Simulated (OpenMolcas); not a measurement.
Computed levels of 5d3 in ions with 71 electrons, in cm-1 above 4F 3/2.

| Item | Value |
| --- | --- |
| Program | OpenMolcas 26.06 |
| Method | MS-RASPT2, IPEA 0.25 Eh, imaginary shift 0.1 Eh |
| Basis | ANO-RCC-VQZP |
| Scalar Hamiltonian | DKH2, point nucleus |
| Spin-orbit coupling | state interaction with AMFI integrals over the reference wave functions, term energies averaged over their components |

Active space for each ion: 9 electrons in 8 orbitals (RAS1 5p, at most 2 holes; RAS2 5d); closed shells correlated by CASPT2: 5s.

| Level | Re4+ | Os5+ | Pt7+ |
| --- | --- | --- | --- |
| 4F 5/2 | 5170 | 6530 | 10140 |
| 4F 7/2 | 9440 | 11660 | 17110 |
| 4P 1/2 | 14720 | 17250 | 22490 |
| 2G 7/2 | 19750 | 23450 | 32030 |
| 2H 9/2 | 20730 | 24560 | 33690 |
| 4P 5/2 | 21900 | 25580 | 33950 |
| 2P 1/2 | 24430 | 29480 | 40340 |
| 2H 11/2 | 28020 | 32860 | 43780 |
| 2D 5/2(1) | 30280 | 35620 | 47410 |

Estimate 4F 7/2, 4P 1/2, 2G 7/2 for Ir6+ from its neighbours Os5+ and Pt7+.

4F 7/2 is fine structure, which grows about as the fourth power of a screened charge, so the fourth roots are averaged: ((11660^0.25 + 17110^0.25) / 2)^4 = 14190. The calculation gives 14280, so the estimate is off by -0.6 %.
4P 1/2 is another term, which grows about linearly with the charge: (17250 + 22490) / 2 = 19870. The calculation gives 19820, so the estimate is off by +0.3 %.
2G 7/2 is another term, which grows about linearly with the charge: (23450 + 32030) / 2 = 27740. The calculation gives 27580, so the estimate is off by +0.6 %.

Mixed levels, with the weight of the term that names them: Re4+ 4P 1/2 (63 %), Re4+ 2H 9/2 (56 %), Re4+ 2P 1/2 (63 %), Os5+ 4P 1/2 (67 %), Os5+ 2H 9/2 (56 %), Os5+ 2P 1/2 (67 %), Ir6+ 4P 1/2 (68 %), Ir6+ 2H 9/2 (55 %), Ir6+ 2P 1/2 (68 %), Pt7+ 4P 1/2 (68 %), Pt7+ 2G 7/2 (74 %), Pt7+ 2H 9/2 (54 %), Pt7+ 2P 1/2 (68 %).

Term energies are means over components that CASPT2 splits; among the terms shown or strongly mixed into the levels shown the widest spread is 1100 cm-1 (5d3 4F, Pt7+). Active for correlation alone: 5p; no level in the range computed is led by a configuration that opens it, so any true level of that kind is missing. Levels of configurations outside the active space are missing.

A number in round brackets counts repeated terms of one configuration in the order of the reference energies.
